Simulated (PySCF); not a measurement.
`[GeH3][O]C/C=C\Br`, C₃H₇BrGeO

Geometry:
| atom | x (Å) | y (Å) | z (Å) |
| --- | --- | --- | --- |
| Ge1 | 2.015 | 0.376 | 0.375 |
| O2 | 1.006 | -1.059 | 0.326 |
| C3 | -0.263 | -1.142 | -0.287 |
| C4 | -1.251 | -0.233 | 0.371 |
| C5 | -1.882 | 0.777 | -0.201 |
| Br6 | -1.699 | 1.238 | -2.026 |
| H7 | 3.217 | -0.196 | 1.033 |
| H8 | 2.254 | 0.873 | -1.022 |
| H9 | 1.353 | 1.449 | 1.197 |
| H10 | -0.190 | -0.915 | -1.356 |
| H11 | -0.590 | -2.183 | -0.173 |
| H12 | -1.403 | -0.408 | 1.428 |
| H13 | -2.571 | 1.424 | 0.317 |

Level of theory: PySCF 2.14.0, GIAO KT2/cc-pVDZ magnetisability, rotational g tensor and spin-rotation constants, non-relativistic, gas phase. Geometry: GFN2-xTB.

The calculation is non-relativistic, which matters for the atoms heavier than Zn.

(1) Give the nuclear spin-rotation constants along the inertial axes (H = +C I·J) beside the isotropic shieldings.

Results:

(1) Rotational constants 3.0059, 0.5548, 0.5066 GHz. A star marks the isotopologue with that one atom substituted, in its own axes.
```
atom  isotope  Caa (kHz)  Cbb (kHz)  Ccc (kHz)  mean (kHz)  σ (ppm)
 Br6     79Br      4.833      0.535      0.748       2.039   2239.1
  H7       1H      0.135     -0.053     -0.045       0.012     27.0
  H8       1H     -0.183     -0.009     -0.028      -0.073     26.7
  H9       1H     -0.221     -0.050      0.018      -0.085     26.5
 H10       1H     -0.223     -0.015     -0.012      -0.083     26.5
 H11       1H     -0.328      0.018     -0.029      -0.113     26.9
 H12       1H     -0.224     -0.019     -0.004      -0.082     25.5
 H13       1H     -0.201     -0.058      0.026      -0.078     25.4
 Ge1    73Ge*     -0.775     -0.120     -0.132      -0.343   1610.1
  O2     17O*     -0.190     -0.056     -0.026      -0.090    310.1
  C3     13C*      0.476      0.120      0.110       0.235    131.8
  C4     13C*      0.720      0.142      0.188       0.350     72.0
  C5     13C*      0.689      0.138      0.178       0.335     79.7
```
For the geometry as given, no vibrational averaging.
